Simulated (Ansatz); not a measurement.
Scan of Ga2O, singlet: symmetric bend, bond length relaxed. Scanned: Ga-O-Ga angle. Other coordinates (O-Ga bond length) were minimised at PBE0/def2-TZVP.

The free coordinates were minimised at PBE0/def2-TZVP in PySCF; the energy column is CCSD(T) on RHF/aug-cc-pVQZ, cores with 3d frozen (Ansatz, an electronic-structure program), in kJ/mol.

```tsv
a / °	O-Ga bond length / Å	E
180	1.801	0.0
167	1.801	0.4
157	1.803	1.3
147	1.806	3.3
137	1.810	6.9
127	1.815	13.0
117	1.823	22.8
107	1.833	38.3
97	1.848	62.3
87	1.873	99.4
80	1.901	137.8
```
